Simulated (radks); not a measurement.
Values are calculated unless marked as measured or tabulated.
The gold anion Au-, [Hg], held by a Watson sphere: a shell of charge +1 at radius R that stands for the Madelung well of a crystal (potential energy -1/R inside, -1/r outside, in hartree with lengths in bohr). Level of theory: scalar-relativistic Kohn-Sham, PBE, spin-polarised, spherical densities, finite nucleus; Fermi nuclear charge, rms radius of each element as measured or else 0.836 A^(1/3) + 0.57 fm (a radial shooting solver on a logarithmic mesh with Libxc functionals). Response by self-consistent Sternheimer equations with the Hartree and adiabatic LDA kernel, the relativistic mass of each level held fixed and spin-orbit coupling left out. The sphere does not respond.

R (bohr),e(5p) (eV),e(5d) (eV),e(6s) (eV),<r> 6s (bohr),sum of <r^2> (bohr^2),X-ray form factor at sin(theta)/lambda = 0.3 1/angstrom,alpha (bohr^3)
2.63,-60.267,-7.553,-6.801,2.809,69.40,59.253,42.03
4.92,-57.898,-5.007,-4.625,3.130,76.19,59.294,72.14
4.95,-57.875,-4.983,-4.601,3.133,76.25,59.294,72.54
5.23,-57.662,-4.766,-4.384,3.156,76.73,59.295,76.13
5.92,-57.195,-4.293,-3.908,3.202,77.71,59.297,84.45
